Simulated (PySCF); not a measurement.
Correlation energy of Rb²⁺ (rubidium, charge +2)

[Ar] 3d10 4s2 4p5, 2P determinant. Computed with PySCF 2.14 in cc-pVDZ-X2C, with scalar relativity by spin-free X2C-1e. Frozen: [Ar] 3d10 4s2; 5 electrons correlated.

Total MP2 correlation energy: -3.96 mhartree.

Same-spin part -1.24 and opposite-spin part -2.72 mhartree; SCS-MP2 scales them by 1/3 and 6/5 to -3.68 mhartree.

```json
{"level": "CCSD", "correlation energy (mhartree)": "-4.35"}
{"level": "(T)", "correlation energy (mhartree)": "-0.01"}
{"level": "CCSD(T)", "correlation energy (mhartree)": "-4.36"}
```

Diagnostics: T1 = 0.00075, D1 = 0.0011, largest double amplitude 0.010.

Cost of the coupled-cluster step: 0.12 s of wall time on 1 thread of Neoverse-V2 (shared host), for 5 correlated electrons.

Iterations:

```
CC2 = 0
CCSD nocc = (np.int64(3), np.int64(2)), nmo = (21, 21)
frozen orbitals [[0, 1, 2, 3, 4, 5, 6, 7, 8, 9, 10, 11, 12, 13, 14], [0, 1, 2, 3, 4, 5, 6, 7, 8, 9, 10, 11, 12, 13, 14]]
max_cycle = 100
direct = 0
conv_tol = 1e-08
conv_tol_normt = 1e-06
diis_space = 8
diis_start_cycle = 0
Init t2, MP2 energy = -0.00396377268523756
Init E_corr(UCCSD) = -0.0039637726853568
cycle = 1  E_corr(UCCSD) = -0.00430775427849482  dE = -0.000343981593  norm(t1,t2) = 0.00429141
cycle = 2  E_corr(UCCSD) = -0.00434708665885291  dE = -3.93323804e-05  norm(t1,t2) = 0.000748731
cycle = 3  E_corr(UCCSD) = -0.0043541776328562  dE = -7.090974e-06  norm(t1,t2) = 0.000219561
cycle = 4  E_corr(UCCSD) = -0.00435378376230217  dE = 3.93870554e-07  norm(t1,t2) = 4.26783e-05
cycle = 5  E_corr(UCCSD) = -0.00435382615028337  dE = -4.23879812e-08  norm(t1,t2) = 3.77069e-06
cycle = 6  E_corr(UCCSD) = -0.00435382728100317  dE = -1.13071981e-09  norm(t1,t2) = 6.53377e-07
UCCSD converged
E(UCCSD) = -2978.005572916615  E_corr = -0.004353827281003175
UCCSD(T) correction = -7.06582697161666e-06
```
